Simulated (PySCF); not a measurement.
Compound: trimethylphosphine selenide, C3H9PSe.
SMILES: `CP(C)(=[Se])C`

Method: TDDFT CAM-B3LYP/def2-SVPD, vertical, gas phase, core orbitals frozen in the response (PySCF 2.14.0, density-fitted response routines). Isolated species at its PBE0-D3(BJ)/def2-SVP geometry, gas phase. The CAM-B3LYP/def2-SVPD calculation is non-relativistic and has no spin–orbit coupling, an omission that weighs most on selenium.

Orbital energies (eV): HOMO-3 -11.76, HOMO-2 -10.49, HOMO-1 -7.12, HOMO -7.12, LUMO 0.83, LUMO+1 1.43, LUMO+2 1.88.

Lowest singlets, with some entries withheld (?). The highest level found (6.17 eV, f 0.0039 so far) is left out, since the window may have cut off a degenerate partner. Orbitals of the list HOMO-3 to LUMO+2 that lie within 0.01 eV of each other are written together with a slash and their weights summed (≥ marks a lower bound); for degenerate orbitals outside that list single weights are arbitrary.

```json
{"state": "S1", "ν̃ (cm⁻¹)": "41400", "f": "?", "main configurations (H = HOMO, L = LUMO)": "H-1/H→L+1 (≥84%)"}
{"state": "S2", "ν̃ (cm⁻¹)": "41420", "f": "?", "main configurations (H = HOMO, L = LUMO)": "H-1/H→L+1 (≥84%)"}
{"state": "S3", "ν̃ (cm⁻¹)": "44750", "f": "?", "main configurations (H = HOMO, L = LUMO)": "H-1/H→L (≥85%)"}
{"state": "S4", "ν̃ (cm⁻¹)": "44760", "f": "?", "main configurations (H = HOMO, L = LUMO)": "H-1/H→L (≥85%)"}
{"state": "S5", "ν̃ (cm⁻¹)": "49010", "f": "?", "main configurations (H = HOMO, L = LUMO)": "H-1/H→L+4 (≥22%), H-1/H→L+5 (≥21%), H-1/H→L+2 (≥15%)"}
```

Question: Fill in the withheld entries.

Answer: 
- S1: f = 0.013
- S2: f = 0.013
- S3: f = 0.065
- S4: f = 0.065
- S5: f = 0.0000

Question: What is the mean static polarisability from the same response equations?

Answer: 94.3 au (13.97 Å³), with principal values 87.2, 87.2 and 108.4 au.

Question: How far apart are S1 and S3, in eV and cm⁻¹?

Answer: 5.548 − 5.133 = 0.415 eV, or about 3340 cm⁻¹.

Question: Which level carries the most intensity, and what share of the listed sum of f?

Answer: S3/S4, with f = 0.130 of 0.157, 83%.
